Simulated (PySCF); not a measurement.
H5F3O2Si3, SMILES O([SiH2]O[SiH3])[Si](F)(F)F, singlet (PBE0/def2-SVP optimised geometry):

```
13

Si     0.356    -1.663     0.000
O     -0.212    -0.100     0.000
Si    -0.420     1.443     0.499
O      0.472     1.711     1.889
Si     1.287     1.121     3.138
F      0.435     1.200     4.483
F      1.665    -0.414     2.892
F      2.642     1.926     3.371
H     -0.145    -2.327    -1.236
H      1.846    -1.663     0.000
H     -0.154    -2.388     1.199
H     -1.846     1.680     0.832
H      0.088     2.388    -0.525
```

Method: PySCF with PBE0/def2-TZVP.

Question: What are the frontier orbital energies and the dipole moment?

Answer: HOMO-2 -9.83 eV, HOMO-1 -9.30 eV, HOMO -8.93 eV, LUMO -0.18 eV, LUMO+1 0.12 eV; dipole moment 1.83 D.

On the same geometry PBE/def2-TZVP (PySCF) gives HOMO-2 -8.36 eV, HOMO-1 -7.86 eV, HOMO -7.51 eV, LUMO -1.07 eV, LUMO+1 -0.82 eV; dipole moment 1.74 D.

Meta-Löwdin charges at PBE0/def2-TZVP: Si1 0.75, O2 -0.84, Si3 1.11, O4 -0.83, Si5 1.82, F6 -0.48, F7 -0.49, F8 -0.48, H9 -0.10, H10 -0.10, H11 -0.10, H12 -0.12, H13 -0.12.
